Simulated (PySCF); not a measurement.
## Nuclear quadrupole coupling in `O[C@@H]1CC[C@H]2C[C@H]21`

Compound: C6H10O.
Z-matrix (Å and degrees, GFN2-xTB geometry), rows numbered from 1:
```
O 
C   1  1.4142
C   2  1.5366  1  108.01
C   3  1.5355  2  106.11  1   -92.70
C   4  1.5132  3  104.96  2   -26.79
C   5  1.4985  4  116.77  3   -48.44
C   5  1.4999  4  108.25  3    16.57
H   1  0.9627  2  109.15  3   168.80
H   2  1.1035  1  109.14  3   121.14
H   3  1.0888  2  109.92  1   147.23
H   3  1.0878  2  109.37  1    28.27
H   4  1.0908  3  110.21  2    90.50
H   4  1.0909  3  111.67  2  -148.98
H   5  1.0804  4  117.72  3   159.55
H   6  1.0801  5  117.76  7   107.16
H   6  1.0784  5  119.09  7  -108.54
H   7  1.0820  2  117.19  1   -43.52
```

Field gradients from the B3LYP/pcJ-1 density (PySCF, non-relativistic), principal values in atomic units, ordered |Vxx| ≤ |Vyy| ≤ |Vzz|:

```
atom     Vxx     Vyy      Vzz
  O1  0.0891  1.8643  -1.9534
```

**Question.** Find the asymmetry η = (Vxx − Vyy)/Vzz and the couplings χ = eQV/h (234.96 MHz × Q in barn × V in au), with Q(17O) = −0.0256 b.

**Answer.** 
```tsv
atom	environment	nucleus	η	χzz (MHz)	χxx (MHz)	χyy (MHz)
O1	alcohol oxygen	17O	0.91	11.75	-0.54	-11.21
```

At O1 η is above 0.9: Vyy and Vzz are nearly equal in size and opposite in sign, so a small change could swap them and flip the sign of χzz. 

**Question.** What is Vzz at O1 in SI units (1 au = 9.71736 × 10²¹ V/m²)?

**Answer.** -1.9534 au = -18.982 × 10²¹ V/m².

Were the hydrogens deuterons (Q(2H) = 0.00286 b), χzz would run from 181 kHz (H9) to 308 kHz (H8).

One conformer (not necessarily the lowest) at the GFN2-xTB geometry, without solvent, vibrations or thermal averaging. GFN2-xTB bond lengths can be off by several hundredths of an ångström, more for odd bonds, and the gradients follow them. These gradients aren't converged with respect to the basis.
